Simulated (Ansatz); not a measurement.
Ansatz results at the PBE0-D4/def2-TZVP geometry: size of the dipole moment (B3LYP/def2-TZVPP) 2.00 D; zero-point energy (PBE0-D4/def2-TZVP) 163.3 kJ/mol; LUMO energy (ωB97M-V/def2-TZVPP) 2.46 eV.

Each molecule was computed in one conformer, which needn't be the lowest.

Q: Which molecule gave them?
A. `F[B]1N[SiH2][GeH2]1`
B. `[BH2][Zn][F]`
C. `N/C=C\F`
D. `F[SiH]1[CH2][GeH2][O]1`

A: C. The others give `[BH2][Zn][F]`: 2.90, 55.6, -1.00; `F[SiH]1[CH2][GeH2][O]1`: 2.90, 155.1, 1.36; `F[B]1N[SiH2][GeH2]1`: 1.42, 149.0, 1.45.

B3LYP here is the variant with VWN-RPA as its local correlation; programs differ in this.
